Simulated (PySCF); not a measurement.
Compound: C2H9NSi3.
Numbering: `[CH:1]#[C:2][SiH2:3][N:4]([SiH3:5])[SiH3:6]` (hydrogens: H7 on C1; H8, H9 on Si3; H10, H11, H12 on Si5; H13, H14, H15 on Si6)

Method used: PySCF 2.14.0, PBE0-D3(BJ)/def2-SVP geometry optimisation, gas phase.

Problem. Give the optimised bond lengths and angles.

Solution. 
```
                    bond  length (Å)   order
                   C1≡C2       1.217  triple
                  C2–Si3       1.839  single
                  Si3–N4       1.748  single
          N4–Si5, N4–Si6       1.759  single
                   C1–H7       1.076  single
          Si3–H8, Si3–H9       1.490  single
Si5–H10 and 5 like bonds       1.494  single
```

Bonds in one row agree within 0.01 Å and their mean is given. Orders are formal, as drawn. A selection of angles:
```
      angle  degrees
   C2–C1–H7    179.9
  C1–C2–Si3    178.5
  C2–Si3–N4    111.0
  C2–Si3–H8    107.6
  C2–Si3–H9    108.8
  N4–Si3–H8    110.5
  H8–Si3–H9    110.5
 Si3–N4–Si5    118.4
 Si3–N4–Si6    122.0
 Si5–N4–Si6    119.0
 N4–Si5–H10    111.7
 N4–Si5–H11    110.1
 N4–Si5–H12    107.8
H10–Si5–H11    108.1
H10–Si5–H12    109.2
```

Dihedral angles: C2–Si3–N4–Si5 66° (synclinal). The mirror-image conformer, all signs reversed, is as good.

Si3 (SiH2 silicon) is tetrahedral (angles from 107.6° to 111.0°). Si5 (SiH3 silicon) is tetrahedral (angles from 107.8° to 111.7°). N4 (nitrogen bridging silicon atoms) is planar (angles 122.0°, 119.0° and 118.4°, sum 359.3°, 0.08 Å off the plane of its three neighbours).

Point group: C1 (no symmetry element, even within 0.4 Å). No PBE0-D3(BJ)/def2-SVP frequencies stand behind this structure, so it isn't proved a minimum. One conformer, not necessarily the lowest.
